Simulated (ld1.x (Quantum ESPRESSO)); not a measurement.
# Transferability test, TM potential for mercury

ld1.x (Quantum ESPRESSO) 7.5 input, shortened:

```
&input
   title='Hg', zed=80., rel=1, dft='PBE', iswitch=3,
   config='[Xe] 4f14 5d10 6s0 6p0'
 /
 &inputp
   pseudotype=2, tm=.true., lloc=0,
   nlcc=.true., new_core_ps=.true., rcore=1.45
 /
3
5P  2  1   6.00   0.00  1.50  1.50  0.0
5D  3  2  10.00   0.00  1.90  1.90  0.0
6S  1  0   0.00   0.00  2.20  2.20  0.0
 &test
   configts(1)='5p6 5d10 6s0 6p0'
 /
```

Energies are relative to the spin-unpolarised reference configuration 5p6 5d10 6s0 6p0; without spin polarisation the order of configurations can differ from experiment. The frozen-core shift is the all-electron ΔE with the core orbitals held at their reference shape minus the fully relaxed ΔE.

| valence configuration | charge | ΔE all-electron (eV) | error AE − PS (meV) | frozen-core shift (meV) |
| --- | --- | --- | --- | --- |
| 5p6 5d10 6s2 6p0 | 0 | -29.663 | -28 | -9.6 |
| 5p6 5d10 6s1 6p0 | +1 | -18.975 | -5.9 | -6.1 |
| 5p6 5d10 6s0 6p1 | +1 | -11.565 | -1049 | -4.7 |
| 5p6 5d8 6s0 6p0 | +4 | 85.282 | -334 | +48 |
| 5p6 5d9 6s2 6p0 | +1 | -14.148 | -132 | -7.3 |

Question: What are ΔE and the potential's error for 5p6 5d9 6s0 6p0?

Answer: ΔE = 35.526 eV all-electron; the error (AE − PS) is -79 meV.

Question: What are ΔE and the potential's error for 5p6 5d10 6s1 6p1?

Answer: ΔE = -23.624 eV all-electron; the error (AE − PS) is -585 meV.

A variational frozen-core shift is positive and of second order in the change. This column holds negative values, so the frozen-core run of ld1.x carries numerical noise or an error of first order here, and the column gives no more than the rough size of the effect.
